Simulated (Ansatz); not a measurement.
Species, as SMILES: O=[SiH] (O-SiH), doublet.
Atoms: Si1, O2, H3. Bonds: Si1-O2, Si1-H3.

Basis-set convergence of the highest harmonic wavenumber at MP2 with Ansatz (a program for electronic structure). Each level at its own minimum, finite differences of forces, unscaled; the reference is a large set that could be run, not a limit. Cartesian d functions, on some or all atoms, in 6-31G*, 6-311G**, 6-311+G**; all else is spherical. Cores are frozen. Core-valence sets carry the plain set on hydrogen. Open shells are unrestricted. No added dispersion term, no relativity. Reference: the value in def2-QZVPP, 2046 cm⁻¹, itself unsure by roughly 8 cm⁻¹ (its mean distance from cc-pV(Q+d)Z, aug-cc-pV(T+d)Z, def2-TZVPPD). Deviations are taken from unrounded values.

| basis | functions | highest harmonic wavenumber (cm⁻¹) | minus reference (cm⁻¹) |
|---|---|---|---|
| 6-31G* | 36 | 2005 | -41 |
| def2-SVP | 37 | 2040 | -5 |
| cc-pV(D+d)Z | 42 | 2012 | -34 |
| 6-311G** | 51 | 2036 | -10 |
| 6-311+G** | 59 | 2043 | -3 |
| aug-cc-pV(D+d)Z | 64 | 2010 | -36 |
| def2-TZVP | 74 | 2035 | -10 |
| pcseg-2 | 78 | 2055 | 9 |
| cc-pV(T+d)Z | 83 | 2027 | -19 |
| def2-TZVPP | 87 | 2041 | -5 |
| jun-cc-pV(T+d)Z | 101 | 2032 | -13 |
| 6-311++G(3df,3pd) | 104 | 2049 | 3 |
| def2-TZVPPD | 105 | 2041 | -5 |
| cc-pCVTZ | 116 | 2032 | -14 |
| aug-cc-pV(T+d)Z | 124 | 2027 | -19 |
| cc-pV(Q+d)Z | 149 | 2046 | 0 |
| def2-QZVPP | 157 | 2046 | 0 |
